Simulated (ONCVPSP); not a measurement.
**Cl: one change to an ONCV potential, before and after**

* Element: chlorine (Cl)
* Generator: ONCVPSP 4.0.1
* Type: optimised norm-conserving Vanderbilt (ONCV)
* Functional: PBE
* Relativity: scalar-relativistic
* Frozen core: [He]
* Valence charge: 15
* Reference configuration: 2s2 2p6 3s2 3p4 (charge +1)
* Partial waves: 2s+3s: rc 0.60 bohr, ncon 4, nbas 8, qcut 20.3 1/bohr, 3 projectors, debl 0.8 Ha; 2p+3p: rc 0.80 bohr, ncon 3, nbas 8, qcut 20.7 1/bohr, 2 projectors
* Local potential: polynomial inside 0.50 bohr (lpopt 5, dvloc0 3 Ha)
* Core correction: none

In the s channel the program set the typed energies aside and used -9.758, -1.179, 0.250 Ha.

Change: all radii scaled by about 1.20 (s 0.72, p 0.96 bohr); local potential polynomial inside 0.60 bohr (lpopt 5, dvloc0 3 Ha).

Cutoffs: the cutoffs (Ha) at which the residual kinetic energy of the hardest occupied pseudo-wave falls to 1 and 0.1 mHa per electron; they do not see the model core or the augmentation charge, which bear on the density cutoff. Errors are all-electron minus pseudo energies relative to the spin-unpolarised reference configuration.

How do hardness, ghosts and transferability respond?

The potential gets softer (152 Ha and 176 Ha → 128 Ha and 146 Ha); of the 4 tests that both files solve, the error grows in 1 and shrinks in 1 by more than 15 % and 0.3 meV (median size 0.5 → 0.7 meV); neither file shows a bound ghost. A larger radius leaves more room for a smooth pseudo-wave, so fewer plane waves are needed.

```tsv
quantity	base	changed
cutoff, loose	152 Ha	128 Ha
cutoff, tight	176 Ha	146 Ha
loose cutoff by channel	s 150 Ha, p 152 Ha	s 117 Ha, p 128 Ha
bound ghosts	none	none
GHOST(+) flags under 300 eV	none	none
error for 2s2 2p6 3s2 3p5, meV [ΔE -13.88 eV]	+0.4	+1.0
error for 2s2 2p6 3s2 3p3, meV [ΔE 25.45 eV]	+0.6	+0.1
error for 2s2 2p6 3s2 3p2, meV [ΔE 63.75 eV]	+4.8	+4.2
error for 2s2 2p6 3s2 3p4.5, meV [ΔE -8.29 eV]	+0.2	+0.5
```
